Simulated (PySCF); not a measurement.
HSe, SMILES [SeH] (connectivity only; charge and spin as stated), charge -1, multiplicity 1. Atoms are numbered in the order given.

```xyz
2

Se     0.0000     0.0000    -0.0425
H      0.0000     0.0000     1.4440
```
Charge -1, spin multiplicity 1.

Geometry optimised at PBE-D3(BJ)/def2-TZVPD. The multiplicity is an assumed one; other spin states were not compared.

Calculation: PBE-D3(BJ)/def2-TZVPD (PySCF).

Frequencies are harmonic and unscaled.

Computed harmonic wavenumbers and intensities:
```
mode  ν (cm⁻¹)  IR (km/mol)  moving atoms (share of kinetic energy)
----  --------  -----------  --------------------------------------
1         2304         96.2                                  H 99 %
```
